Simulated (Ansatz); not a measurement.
C2H3FSn (`C#[C][SnH2][F]`) at its PBE0-D4/def2-TZVP geometry, where that method's forces vanish. The species carries charge 0 and has multiplicity 1. Sn takes the def2 core potential.

```tsv
atom	x (Å)	y (Å)	z (Å)
C1	-2.0099	-0.0214	0.7439
C2	-0.8723	-0.0279	0.3441
Sn3	1.0922	-0.0755	-0.3045
F4	1.1682	1.1736	-1.7605
H5	-3.0186	-0.0084	1.0900
H6	2.1515	0.5382	0.8688
H7	1.4891	-1.5785	-0.9818
```

Problem. For each bond, give half the difference of the two atoms' forces along it (eV/Å; positive pushes the atoms apart) under PBE-D4, r2SCAN-D4, B3LYP-D4, ωB97M-V in def2-TZVPP. (Estimate.)

Solution. Computed: 
```tsv
bond	length (Å)	PBE-D4	r2SCAN-D4	B3LYP-D4	ωB97M-V
C1–C2	1.206	0.90	0.35	-0.06	-0.24
C1–H5	1.067	-0.35	-0.22	-0.10	0.04
C2–Sn3	2.069	-0.47	-0.14	0.14	0.21
Sn3–F4	1.920	0.51	0.09	0.30	0.07
Sn3–H6	1.696	0.04	-0.02	-0.03	-0.11
Sn3–H7	1.696	0.03	-0.02	-0.03	-0.11
```

B3LYP here is the variant with VWN-RPA as its local correlation; programs differ in this.
